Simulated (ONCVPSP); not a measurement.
caesium: one change to an ONCV potential, before and after

```json
{"Element": "Cs (Z = 55)", "Generator": "ONCVPSP 4.0.1", "Type": "optimised norm-conserving Vanderbilt (ONCV)", "Functional": "LDA (Perdew-Wang 92)", "Relativity": "fully relativistic", "Frozen core": "[Kr] 4d10 5s2", "Valence charge": "7", "Reference configuration": "5p6 6s1", "Partial waves": "6s: rc 4.00 bohr, ncon 4, nbas 8, qcut 1.3 1/bohr, 2 projectors, debl 1.3 Ha; 5p: rc 2.05 bohr, ncon 3, nbas 7, qcut 3.3 1/bohr, 2 projectors, debl 1 Ha; d scattering state at 0.03 Ha: rc 3.05 bohr, ncon 4, nbas 8, qcut 3.4 1/bohr, 2 projectors, debl 2.3 Ha", "Local potential": "polynomial inside 1.65 bohr (lpopt 5, dvloc0 6 Ha)", "Core correction": "none"}
```

Open shells are filled in proportion to 2j + 1.

In the d channel the program set the typed energies aside and used 0.050, 2.350 Ha (j = l + 1/2; the other j can differ).

All-electron outer shells of the reference configuration (LDA (PZ), scalar-relativistic, ld1.x):

```csv
shell,level (eV),outermost node (bohr),outermost maximum (bohr)
5p,-13.61,0.89,1.76
6s,-2.23,2.10,4.68
```

Change: functional PBE.

Cutoffs: the cutoffs (Ha) at which the residual kinetic energy of the hardest occupied pseudo-wave falls to 1 and 0.1 mHa per electron; they do not see the model core or the augmentation charge, which bear on the density cutoff. Errors are all-electron minus pseudo energies relative to the spin-unpolarised reference configuration.

How do hardness, ghosts and transferability respond?

The potential gets neither clearly harder nor softer (14 Ha and 40 Ha → 14 Ha and 40 Ha); of the 4 tests that both files solve, the error grows in 4 and shrinks in 0 by more than 15 % and 0.3 meV (median size 1.9 → 6.0 meV); the range in which the p1/2 phases agree narrows (upper end at the end of the scan → 3.4); neither file shows a bound ghost.

| quantity | base | changed |
| --- | --- | --- |
| cutoff, loose | 14 Ha | 14 Ha |
| cutoff, tight | 40 Ha | 40 Ha |
| loose cutoff by channel | s 0.9 Ha, p 14 Ha | s 0.8 Ha, p 14 Ha |
| bound ghosts | none | none |
| GHOST(+) flags under 300 eV | s at 18.3 eV | s at 21.1 eV |
| error for 5p6 6s0, meV [ΔE 4.00 → 3.86 eV] | +3.1 | +9.1 |
| error for 5p6 6s0.5, meV [ΔE 1.55 → 1.47 eV] | +0.6 | +1.7 |
| error for 5p6 6s0 6p1, meV [ΔE 1.47 → 1.37 eV] | +0.4 | +2.9 |
| error for 5p5 6s1, meV [ΔE 18.04 → 17.91 eV] | -46 | -63 |
| s: phases at 4.07 bohr within 0.05 rad from the reference energy up to (Ha; the scan ends near 5) | 0.5 | 0.7 |
| p3/2: phases at 2.08 bohr within 0.05 rad from the reference energy up to (Ha; the scan ends near 5) | 3.2 | 3.3 |
| p1/2: phases at 2.08 bohr within 0.05 rad from the reference energy up to (Ha; the scan ends near 5) | to the end of the scan | 3.4 |
| d5/2: phases at 3.09 bohr within 0.05 rad from the reference energy up to (Ha; the scan ends near 5) | 4.6 | 4.6 |
| d3/2: phases at 3.09 bohr within 0.05 rad from the reference energy up to (Ha; the scan ends near 5) | 4.6 | 4.6 |

Base: These tests converged, but a pseudo level misses the all-electron one widely, so the file describes the atom poorly there or has found another state: 5p6 6s0 6p1: empty 6s by 2.8 eV. Changed file: These tests converged, but a pseudo level misses the all-electron one widely, so the file describes the atom poorly there or has found another state: 5p6 6s0 6p1: empty 6s by 2.9 eV.
